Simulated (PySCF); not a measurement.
# Structure elucidation problem

Molecular formula: C$_{3}$H$_{8}$F$_{2}$O$_{2}$Si$_{2}$. Simulated spectra:

1H NMR (400 MHz, computed): δ 6.81 (m, 1H), 6.14 (m, 1H), 5.03 (m, 1H), 4.71 (m, 1H), 3.35 (s, 3H), 2.31 (br s, 1H).

13C{1H} NMR (computed): δ 150.8 (CH), 127.4 (CH), 103.2 (CH2).

Method: NMR shieldings at PBE0/pcSseg-1/GIAO, coordinates at the GFN2-xTB level, in PySCF (averaged over atoms made equivalent by symmetry, fast rotation or ring inversion, no solvent model, one computed conformer, non-relativistic Hamiltonian).

Referencing at the same level of theory: 1H (31.72 ppm) and 13C (186.93 ppm) vs TMS.

Propose a structure and justify it.

Answers


Rings plus π bonds: 1 (no ring in the answer). 3 carbon signals for 3 carbons: no two carbons are equivalent. Carbon types of the structure: 2 × CH, 1 × CH2, leaving 4 H on heteroatoms. δC 150.8: alkene carbon bearing oxygen; an sp2 carbon further deshielded by the attached heteroatom. δC 127.4: sp3 CH bonded to 2 F and Si; 2 electronegative neighbours deshield it. δC 103.2: β carbon of an enol-ether or enamine type C=C; the O or N lone pair pushes π density onto this β carbon and shields it. δH 6.81: hydrogen on an alkene carbon bearing oxygen; attached to an sp2 carbon and in the plane of the double bond. δH 6.14: hydrogen on an sp3 CH bonded to 2 F and Si; its carbon carries F, an electronegative neighbour. δH 5.03, 4.71: hydrogen on a β carbon of an enol-ether or enamine type C=C; lone-pair donation from O or N shields it, upfield of ordinary alkene protons. δH 2.31: hydrogen on an oxygen bonded to Si; exchangeable; this is the value without hydrogen bonding to other molecules.

The compound is `C=CO[Si@@](O)([SiH3])C(F)F`.

The shifts were computed for this structure.

OH/NH shifts are gas-phase values; hydrogen bonding in solution moves them, usually downfield. Splittings by 19F in the carbon and heteronuclear signals aren't shown, as no couplings were computed. Shifts are as computed. Against solution values, carbons near 30 ppm lie about +3 ppm off and those near 130 ppm about +5 ppm. Of 1211 compounds with measured shifts, 218 miss one by over three times the rms of a fit or turn the order of signals round; such compounds aren't used in these exercises. No couplings were computed; multiplicities are counted from neighbouring protons, with m where these are inequivalent, close in shift, in a saturated or five-membered ring or joined by F or P, and br s for small geminal =CH2 splittings.
